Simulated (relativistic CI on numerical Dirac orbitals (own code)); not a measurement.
d4 in a ligand field

Computed with a parametric ligand-field model of a d^n configuration (Racah B and C, spin-orbit zeta, crystal field), exact diagonalisation.

Field parameters in Wybourne normalisation: Oh B⁴₀ = 21Dq, B⁴₄ = √(5/14) B⁴₀. The field is a parameter set, without covalency.

B = 470 cm⁻¹, C = 2370 cm⁻¹ (C/B = 5.04), Oh, no spin-orbit coupling. Tanabe-Sugano data, E/B above the lowest term (Δ = |10Dq|; b, c mark the second and third term of a kind):

| Δ/B | 5E | 5T2 | 3T1 | 3E | 3T2 | 1T2 | 1E | 1A1 |
| --- | --- | --- | --- | --- | --- | --- | --- | --- |
| 1.0 | 0.00 | 1.00 | 24.09 | 24.35 | 24.96 | 36.17 | 36.08 | 37.28 |
| 5.0 | 0.00 | 5.00 | 22.00 | 24.76 | 26.62 | 34.48 | 34.51 | 38.30 |
| 9.0 | 0.00 | 9.00 | 18.85 | 24.94 | 27.13 | 31.64 | 32.15 | 37.70 |
| 13.0 | 0.00 | 13.00 | 15.38 | 25.05 | 27.36 | 28.42 | 29.30 | 36.46 |
| 17.0 | 0.00 | 17.00 | 11.75 | 25.12 | 27.49 | 25.01 | 26.11 | 34.83 |
| 21.0 | 0.00 | 21.00 | 8.03 | 25.16 | 27.58 | 21.48 | 22.71 | 32.87 |
| 25.0 | 0.00 | 25.00 | 4.25 | 25.19 | 27.65 | 17.87 | 19.16 | 30.63 |
| 29.0 | 0.00 | 29.00 | 0.43 | 25.22 | 27.70 | 14.20 | 15.52 | 28.15 |
| 33.0 | 3.42 | 36.42 | 0.00 | 28.65 | 31.15 | 13.89 | 15.22 | 28.86 |
| 37.0 | 7.29 | 44.29 | 0.00 | 32.54 | 35.05 | 14.01 | 15.33 | 29.85 |
| 41.0 | 11.18 | 52.18 | 0.00 | 36.45 | 38.97 | 14.12 | 15.41 | 30.70 |
| 45.0 | 15.09 | 60.09 | 0.00 | 40.37 | 42.90 | 14.22 | 15.48 | 31.44 |

The ground term changes from 5E to 3T1 between Δ/B = 29.0 and 33.0.
